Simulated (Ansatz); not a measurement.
# Which isomer of C3H6Te gives these data?

These gas-phase data were calculated for one isomer of C3H6Te at PBE0-D3(BJ)/def2-SVP (harmonic, unscaled wavenumbers; equilibrium rotational constants with average atomic masses):

```
rotational constants            : 8.806, 2.258, 1.838 GHz
all wavenumbers above 1500 cm⁻¹ : 3192, 3191, 3097, 3092, 3028, 3021
```

Candidates:

(1) `C1C[Te]C1`, a singlet
(2) `CC(C)=[Te]`, a singlet
(3) `C[C@@H]1C[Te]1`, a singlet

Q: Which candidate do the data belong to? Where the bands don't settle it, estimate the moments of inertia from typical bond lengths.

A: Candidate (2). The rotational constants decide: (1) would give 9.287, 3.116, 2.481 GHz; (3) would give 9.871, 2.477, 2.141 GHz.

The same quantities for all candidates:

```
     rotational constants (GHz)         wavenumbers above 1500 cm⁻¹  E above the lowest, PBE0-D3(BJ)/def2-SVP (kcal/mol)
(1)         9.287, 3.116, 2.481  3195, 3195, 3124, 3114, 3113, 3051                                                  4.1
(2)         8.806, 2.258, 1.838  3192, 3191, 3097, 3092, 3028, 3021                                                  7.2
(3)         9.871, 2.477, 2.141  3264, 3190, 3173, 3156, 3137, 3041                                                  0.0
```

Harmonic stretches to hydrogen usually lie a few per cent above observed fundamentals. Atoms past krypton carry core potentials. Programs: Ansatz 0.2.0.
